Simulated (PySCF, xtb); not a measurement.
ZrCl2, SMILES [Cl][Zr][Cl] (connectivity only; charge and spin as stated), neutral, multiplicity 3.

Harmonic wavenumbers (cm⁻¹) from GFN2-xTB run with xtb at its own minimum, in rising order: 64, 377, 394.

Task: What does PBE-D3(BJ)/def2-TZVP (PySCF 2.14.0) give at its own minimum? (Estimate from the structure and the level; the computed values follow.)

Result: 57, 359, 399. Paired by order, the mean absolute difference is 10 cm⁻¹ and the zero-point energies are 1.2 and 1.2 kcal/mol.
